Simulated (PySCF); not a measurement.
## Electron correlation in Pb⁶⁵⁺ (lead, charge +65)

[Ne] 3s2 3p5, 2P determinant. Computed with PySCF 2.14 in an even-tempered Gaussian basis (17 s from 19 bohr⁻², ratio 2.5; 12 p from 25 bohr⁻², ratio 2.5; 4 d from 100 bohr⁻², ratio 2.7; 4 f from 150 bohr⁻², ratio 2.7), with the spin-free X2C one-electron Hamiltonian (Gaussian nucleus). Frozen: 1s2; 15 electrons correlated; the 17 highest virtual orbitals of each spin left out.

```csv
level,correlation energy (mhartree)
CCSD,-680.23
(T),-0.53
CCSD(T),-680.76
```

Diagnostics: T1 = 0.00021, D1 = 0.0009, largest double amplitude 0.013.

Q: Is a single reference adequate?

A: Yes, within this model without spin-orbit coupling: T1 lies below 0.03 and no double amplitude reaches 0.07.

At this charge the one-electron X2C treatment keeps the bare 1/r₁₂, with no two-electron picture change or Breit term. The effect here is smaller than on the frozen 1s shell; and a scalar Hamiltonian misses the large spin-orbit splitting of the p shells, which matters for ns² → np² pairs.
